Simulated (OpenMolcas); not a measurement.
# 5s² 5p along the 49-electron sequence

```json
{
  "Program": "OpenMolcas",
  "Method": "MS-CASPT2, IPEA 0.25 Eh, imaginary shift 0.1 Eh",
  "Basis": "ANO-RCC-VTZP",
  "Scalar Hamiltonian": "DKH2, point nucleus",
  "Spin-orbit coupling": "RASSI with atomic mean-field integrals over the reference wave functions, term energies averaged over their components"
}
```

Active space for each ion: 3 electrons in 4 orbitals (5s 5p); closed shells correlated by CASPT2: 4d.

Computed levels in cm-1 above ²P°_1/2:

```
                                Level  Te3+    I4+   Xe5+
                              ²P°_3/2  8320  11170  13910
weight of ²P° in the lowest level (%)   100    100    100
```

Measured, with the error of the calculation in %. Measured levels: Te3+ from Moore, Atomic Energy Levels, vol. III, NSRDS-NBS 35 (1971 reprint of NBS Circular 467, 1958); Xe5+ from Saloman, J. Phys. Chem. Ref. Data 33, 765 (2004).

```json
{"Level": "²P°_3/2", "Te3+": "9223 (-9.8)", "Xe5+": "15599 (-10.8)"}
```

The fine-structure level ²P°_3/2 changes by a factor of 1.67 from Te3+ to Xe5+. Its fourth root runs 9.55, 10.28, 10.86, with steps per unit of Z of 0.73, 0.58; equal steps would mean a (Z - σ)^4 law with constant σ.

Over all roots computed the reference weight is 0.86 to 0.95 in Te3+, 0.86 to 0.95 in I4+, 0.86 to 0.95 in Xe5+; the roots of lowest weight are the least certain, and an intruder state may touch them. Computed and measured levels are paired by configuration, term and J; levels that our copy of the source lacks, or whose pairing is in doubt (as where it misses far off the trend of its configuration), stay unpaired and out of the deviations. Levels of configurations outside the active space are missing.

° marks odd parity.
